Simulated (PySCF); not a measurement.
# Radial density of Zr (zirconium, neutral)

TPSS, [Kr] 4d3 5s1, 5s spin antiparallel (an excited configuration). All numbers are calculated (PySCF 2.14, scalar relativity by spin-free X2C-1e, in x2c-QZVPPall (13s8p7d3f2g, 111 functions)).

| r (bohr) | 4πr²ρ (e/bohr) | 4πr²(ρα − ρβ) |
| --- | --- | --- |
| 0.0373 | 46.23 | -0.0027 |
| 0.0627 | 43.84 | -0.0037 |
| 0.105 | 60.84 | 0.0147 |
| 0.177 | 45.37 | 0.1394 |
| 0.298 | 41.76 | 0.2128 |
| 0.502 | 34.12 | 0.0298 |
| 0.844 | 9.911 | 0.2237 |
| 1.42 | 7.620 | 1.2514 |
| 2.39 | 1.923 | 0.8185 |
| 4.02 | 0.5524 | 0.0070 |
| 6.76 | 0.07615 | -0.0318 |
| 11.4 | 0.001082 | -0.0004 |

Densities and radii are taken from the X2C orbitals without a picture-change correction, which distorts them close to the nucleus.

With the s spin flipped the determinant is a mixture of two multiplicities, not a spectroscopic state.
